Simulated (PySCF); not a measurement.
C3H7O, SMILES CC(C)[O], multiplicity 2. Atoms are numbered in the order given.

```xyz
11

C      0.0775    -0.6277    -1.2878
C     -0.2923     0.1258     0.0000
C      0.0775    -0.6277     1.2878
O      0.1455     1.4231     0.0000
H      1.1681    -0.7765    -1.3323
H     -0.4068    -1.6159    -1.3239
H     -0.2288    -0.0439    -2.1676
H     -1.4050     0.2655     0.0000
H      1.1681    -0.7765     1.3323
H     -0.4068    -1.6159     1.3239
H     -0.2288    -0.0439     2.1676
```
Charge 0, spin multiplicity 2.

Geometry: TPSSh-D3(BJ)/def2-SVP. The isomer is the one that the SMILES or the coordinates give; other isomers of the formula were not compared.

Two levels are set side by side: PBE/pcH-1 (PySCF) and B3LYP/pcH-1 (PySCF). Contact hyperfine couplings, same geometry. Differences are taken from unrounded values.

| quantity | B3LYP |
|---|---|
| A(iso) of 13C, atom C1 (MHz) | 18.2 |
| A(iso) of 13C, atom C2 (MHz) | -36.6 |
| A(iso) of 13C, atom C3 (MHz) | 18.2 |
| A(iso) of 17O, atom O4 (MHz) | -48.7 |
| A(iso) of 1H, atom H5 (MHz) | 2.6 |
| A(iso) of 1H, atom H6 (MHz) | -1.8 |
| A(iso) of 1H, atom H7 (MHz) | -1.1 |
| A(iso) of 1H, atom H8 (MHz) | 280.1 |
| A(iso) of 1H, atom H9 (MHz) | 2.6 |
| A(iso) of 1H, atom H10 (MHz) | -1.8 |
| A(iso) of 1H, atom H11 (MHz) | -1.1 |

Problem. What does PBE give, and how far is it from B3LYP? (Estimate from the structure and the level; the computed values follow.)

Solution. 
```csv
quantity,PBE,PBE minus B3LYP
"A(iso) of 13C, atom C1 (MHz)",18.4,0.2
"A(iso) of 13C, atom C2 (MHz)",-32.5,4.1
"A(iso) of 13C, atom C3 (MHz)",18.4,0.2
"A(iso) of 17O, atom O4 (MHz)",-26.8,22.0
"A(iso) of 1H, atom H5 (MHz)",6.9,4.3
"A(iso) of 1H, atom H6 (MHz)",-1.5,0.3
"A(iso) of 1H, atom H7 (MHz)",-0.3,0.8
"A(iso) of 1H, atom H8 (MHz)",302.0,21.9
"A(iso) of 1H, atom H9 (MHz)",6.9,4.3
"A(iso) of 1H, atom H10 (MHz)",-1.5,0.3
"A(iso) of 1H, atom H11 (MHz)",-0.3,0.8
```

Rough cost on one machine, each run with all the roots and properties that it gave: B3LYP against PBE within a factor of 2.
